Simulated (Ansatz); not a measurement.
Born–Oppenheimer molecular dynamics of Cl$_{2}$H$_{2}$HfO$_{2}$ (7 atoms, charge 0, multiplicity 1). It starts from a relaxed structure.

The calculation used Ansatz 0.2.0, RKS PBE0/def2-SVP.

* ensemble: NVE (velocity Verlet)
* time step: 0.5 fs
* steps asked: 150
* starting velocities drawn for: 1000 K
* seed: 725906

First frame:

```xyz
7
Properties=species:S:1:pos:R:3
Hf -0.032 -0.052 0.147
Cl 0.154 0.234 2.488
O 1.705 -0.316 -0.581
H 2.543 -0.543 -0.981
Cl -1.002 1.858 -0.858
O -1.134 -1.560 -0.205
H -1.605 -2.361 -0.431
```

How far do the bonds stretch over the last three quarters of this one trajectory? (Pairs bonded in most of those frames.)


| bond | mean (Å) | spread (Å) | shortest | longest |
| --- | --- | --- | --- | --- |
| Hf1–Cl2 | 2.340 | 0.024 | 2.31 | 2.39 |
| Hf1–O3 | 1.942 | 0.030 | 1.89 | 1.98 |
| Hf1–Cl5 | 2.375 | 0.008 | 2.36 | 2.38 |
| Hf1–O6 | 1.915 | 0.021 | 1.88 | 1.95 |
| O3–H4 | 0.971 | 0.018 | 0.94 | 1.00 |
| O6–H7 | 0.967 | 0.045 | 0.90 | 1.03 |

Mean temperature of the second half: 487 K. The conserved energy stayed within 0.68 meV per atom of its start (net change 0.21 meV per atom), so the integration is sound. The temperature averaged 0.49 of the 1000 K drawn at the start: a run that starts near a minimum puts about half its kinetic energy into the potential. A run of 0.075 ps of so small a system gives no equilibrium averages.

Run time: 17 min on 2 threads of Arm Neoverse N1 (shared host), peak memory 0.24 GiB.
